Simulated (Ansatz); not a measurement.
Job for Ansatz (a first-principles code): R-RI-MP2/aug-cc-pVTZ on CH6GeO (a complex). Files ending in .json are basis or fitting sets from the Basis Set Exchange. The run froze 16 orbitals, filled d shells among them.

Ansatz 0.2 input:
```yaml
crystal:
  periodic: [false, false, false]
  atoms:
    - {symbol: C, position_ang: [0.39168889, -0.27633508, -0.19057550]}
    - {symbol: O, position_ang: [0.82725571, 0.51951869, 0.59446591]}
    - {symbol: H, position_ang: [-0.25214035, -1.11790492, 0.12813184]}
    - {symbol: H, position_ang: [0.61155921, -0.20924052, -1.27282901]}
    - {symbol: Ge, position_ang: [-0.14772055, -0.20649147, 3.61925976]}
    - {symbol: H, position_ang: [-0.71401466, -1.18140315, 2.57327287]}
    - {symbol: H, position_ang: [-0.63432529, 1.21721957, 3.32638394]}
    - {symbol: H, position_ang: [1.38400874, -0.26663088, 3.61575781]}
    - {symbol: H, position_ang: [-0.66540046, -0.64111823, 5.00372238]}
basis:
  gaussian:
    orbitals: aug-cc-pVTZ
    fitting: {mean_field: def2-universal-JKFIT, correlation: aug-cc-pVTZ-RIFIT.json}
magnetization: {spin_polarized: false}
correlation: {method: mp2, electrons: outside_noble_gas}
scf: {lower_state_search: off}
```

It printed:

```
Functional definition: HF
[...]
these checks for a lower state are left out or cut short: stability, starts, cluster_reference, orbital_swaps, neighbouring_geometries, increment
integrals: 0.37 GiB planned
526 factors; integrals over basis functions are off by at most 1.2e0 eV
mean field: 0.59 GiB planned
mean field evaluation 1: about -59634.7879 eV, gradient 3.3e1 eV
mean field evaluation 2: about -59636.2427 eV, gradient 2.6e1 eV
mean field evaluation 4: about -59637.3503 eV, gradient 6.6e-1 eV
mean field evaluation 8: about -59637.3536 eV, gradient 2.1e-6 eV
mean field -59637.35358984 eV, -2191.6323207765 hartree, gradient 2.1e-6 eV, S^2 0.000000; 0 other end points of the search recorded, 0 dependent functions left out
16 core orbitals not correlated
679 factors; their error is unknown
reference -59637.35358984 eV, -2191.6323207765 hartree; 10, 10 occupied and 263, 263 virtual orbitals, 679 factors
second order -14.86441127 eV of doubles, -0.00000000 eV of singles
Total energy: -59652.21800111 eV, -2192.1785778152 hartree
Checks for a lower state left out: stability, starts, cluster_reference, orbital_swaps, neighbouring_geometries, increment
```

The calculation finished and met its thresholds.

Cost: about 7 core-seconds (a rough figure).
